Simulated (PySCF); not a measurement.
Job file and geometry (Å, from GFN2-xTB) of an NMR shielding run on SMILES F[C@H]([SiH3])CCC([SiH3])[SiH3], C$_{4}$H$_{15}$FSi$_{3}$, GIAO PBE0/pcSseg-1 NMR shielding, non-relativistic, gas phase (PySCF); density fitting, a coarse starting grid and PySCF grid level 2 are the driver's defaults:

```
$ OMP_NUM_THREADS=1 python probes_run.py task.json out

{"job": {"kind": "nmr", "xc": "PBE0", "basis": "pcSseg-1"}, "charge": 0, "multiplicity": 1}
F      2.348955    -0.460226    -1.621954
C      2.161520     0.137398    -0.374080
Si     3.415295    -0.661523     0.842162
C      0.705759    -0.032164     0.039100
C     -0.254894     0.678262    -0.909096
C     -1.730660     0.470194    -0.557645
Si    -2.278056    -1.351627    -0.700412
Si    -2.210261     1.263724     1.106301
H      2.377526     1.200684    -0.541095
H      3.299708     0.060686     2.109913
H      4.750364    -0.520870     0.266360
H      3.058641    -2.069272     1.001991
H      0.471691    -1.098412     0.059164
H      0.591836     0.361428     1.051000
H     -0.025191     1.749660    -0.900990
H     -0.068405     0.313654    -1.923743
H     -2.302216     1.012205    -1.321419
H     -1.686368    -1.950994    -1.898463
H     -3.738081    -1.394542    -0.807405
H     -1.871965    -2.127287     0.475663
H     -1.733091     0.468430     2.240589
H     -3.667583     1.373855     1.179001
H     -1.619276     2.603722     1.195138
```

Question: Write the output of this run.

Answer: 
```
coarse grid: 19608 points
cycle   1  E = -1128.9093984731  dE =  3.064e-01  |g| = 5.325e-01  |ddm| = 4.127e+00
cycle   2  E = -1128.8686822410  dE =  4.072e-02  |g| = 7.290e-01  |ddm| = 9.994e-01
cycle   3  E = -1128.9658082886  dE = -9.713e-02  |g| = 5.967e-02  |ddm| = 6.187e-01
cycle   4  E = -1128.9663176357  dE = -5.093e-04  |g| = 2.797e-02  |ddm| = 6.252e-02
cycle   5  E = -1128.9664919979  dE = -1.744e-04  |g| = 6.842e-03  |ddm| = 2.966e-02
cycle   6  E = -1128.9665027249  dE = -1.073e-05  |g| = 1.799e-03  |ddm| = 8.798e-03
cycle   7  E = -1128.9665034884  dE = -7.635e-07  |g| = 3.832e-04  |ddm| = 2.040e-03
final grid: 172800 points
cycle   8  E = -1129.0198484699  dE = -4.371e-05  |g| = 7.892e-03  |ddm| = 3.287e-02
cycle   9  E = -1129.0198361231  dE =  1.235e-05  |g| = 1.089e-02  |ddm| = 1.669e-02
cycle  10  E = -1129.0198636221  dE = -2.750e-05  |g| = 8.360e-04  |ddm| = 9.456e-03
cycle  11  E = -1129.0198637227  dE = -1.006e-07  |g| = 2.970e-04  |ddm| = 9.300e-04
cycle  12  E = -1129.0198637371  dE = -1.446e-08  |g| = 5.533e-05  |ddm| = 2.908e-04
cycle  13  E = -1129.0198637378  dE = -6.617e-10  |g| = 1.853e-05  |ddm| = 8.446e-05
converged SCF energy = -1129.0198637378

GIAO shielding tensors (ppm)
atom      isotropic    diamagn.    paramagn.     s11        s22        s33       span
  0 F      423.086     475.810     -52.724    382.559    414.536    472.163     89.604
  1 C       96.208     244.794    -148.586     53.770     78.830    156.024    102.254
  2 Si     419.063     879.187    -460.124    386.055    410.586    460.547     74.493
  3 C      149.897     254.263    -104.366    139.052    143.529    167.109     28.057
  4 C      153.268     249.600     -96.332    135.298    152.739    171.766     36.468
  5 C      184.514     254.670     -70.156    169.827    180.770    202.945     33.117
  6 Si     415.333     880.315    -464.982    370.501    403.619    471.879    101.378
  7 Si     415.274     880.382    -465.108    367.176    405.489    473.156    105.980
  8 H       26.908      30.907      -3.999     24.325     27.090     29.310      4.984
  9 H       27.972      28.634      -0.662     24.392     26.637     32.888      8.496
 10 H       27.628      27.820      -0.192     24.145     25.444     33.296      9.151
 11 H       27.872      28.821      -0.949     24.417     27.155     32.046      7.629
 12 H       29.920      35.818      -5.898     24.356     32.436     32.968      8.612
 13 H       30.354      36.062      -5.708     24.163     32.859     34.040      9.877
 14 H       30.024      34.083      -4.059     24.704     29.980     35.387     10.683
 15 H       29.119      33.615      -4.496     23.612     29.728     34.017     10.405
 16 H       30.985      31.262      -0.277     25.931     28.179     38.845     12.914
 17 H       27.720      29.886      -2.166     24.268     25.933     32.960      8.692
 18 H       27.748      29.381      -1.633     24.064     25.512     33.669      9.604
 19 H       27.687      30.146      -2.458     24.475     26.469     32.119      7.645
 20 H       27.758      30.188      -2.430     24.412     26.742     32.121      7.709
 21 H       27.741      29.376      -1.635     24.048     25.525     33.649      9.601
 22 H       27.809      29.935      -2.127     24.460     25.734     33.232      8.772
```

Question: Turn these shieldings into chemical shifts. References, each an isolated molecule treated in the same way: ¹⁹F (σref 170.95) vs CFCl3; ¹³C (σref 186.93), ²⁹Si (σref 349.16), ¹H (σref 31.72) vs TMS.

Answer: Averaging equivalent atoms: F 0: -252.1; C 1: 90.7; C 3: 37.0; C 4: 33.7; C 5: 2.4; Si 7: -66.1; Si 6: -66.2; Si 2: -69.9; H 8: 4.81; H 17/18/19: 4.00; H 20/21/22: 3.95; H 9/10/11: 3.89; H 15: 2.60; H 12: 1.80; H 14: 1.69; H 13: 1.36; H 16: 0.73 ppm. Unscaled 19F shifts against computed CFCl3 carry errors that often reach 10 to 50 ppm.

Size and cost of the density-fitted run: 232 basis functions, 2.1 min wall time on 1 thread of an Intel Xeon, shared host; peak memory 1.1 GiB.
